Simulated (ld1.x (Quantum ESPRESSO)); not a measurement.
technetium: variants of one RRKJ potential

Base potential:

ld1.x (Quantum ESPRESSO) 7.5 input, shortened:

```
&input
   title='Tc', zed=43., rel=1, dft='PZ', iswitch=3,
   config='[Kr] 4d6 4f-2 5s1 5p0'
 /
 &inputp
   pseudotype=2, tm=.false., lloc=0,
   nlcc=.true., rcore=1.30
 /
4
5P  2  1   0.00   0.00  4.15  4.15  0.0
4D  3  2   6.00   0.00  1.65  1.65  0.0
4F  4  3  -2.00   0.05  4.35  4.35  0.0
5S  1  0   1.00   0.00  2.95  2.95  0.0
 &test
   configts(1)='4d6 5s1 5p0'
 /
```

Cutoffs, loose and tight: the cutoffs (Ry, on a coarse ladder) from which the occupation-weighted sum of valence levels, in a spherical-Bessel basis at the reference potential, stays within 10 and 1 mRy of its value at 400 Ry. They do not see the model core or the augmentation charge, which bear on the density cutoff. Test errors are all-electron minus pseudo excitation energies from the reference, over the configurations 4d5 5s2 5p0; 4d5 5s1 5p0; 4d5 5s0 5p0; 4d4 5s2 5p1; 4d4 5s0 5p0; 4d4 5s2 5p0; 4d5.5 5s1.5 5p0 (two spin-polarised tests are not counted in the largest error). A dash means not determined; rows that change the core or the reference have their own tests.

```csv
change,outcome,"cutoff, loose","cutoff, tight",bound ghosts,largest test error (meV)
base,generated,40 Ry,50 Ry,none,-641
core correction a·sin(br)/r model core inside 0.86 bohr,generated,40 Ry,50 Ry,none,-645
core correction a·sin(br)/r model core inside 1.12 bohr,generated,40 Ry,50 Ry,none,-644
core correction a·sin(br)/r model core inside 1.44 bohr,generated,40 Ry,50 Ry,none,-634
core correction a·sin(br)/r model core inside 1.72 bohr,generated,40 Ry,50 Ry,none,-609
core correction a·sin(br)/r model core inside 1.96 bohr,generated,40 Ry,50 Ry,none,-572
```

Problem. What comes out with this change to the base: core correction none?

Solution. outcome: generated; cutoff, loose: 40 Ry; cutoff, tight: 50 Ry; bound ghosts: none; largest test error (meV): -356.
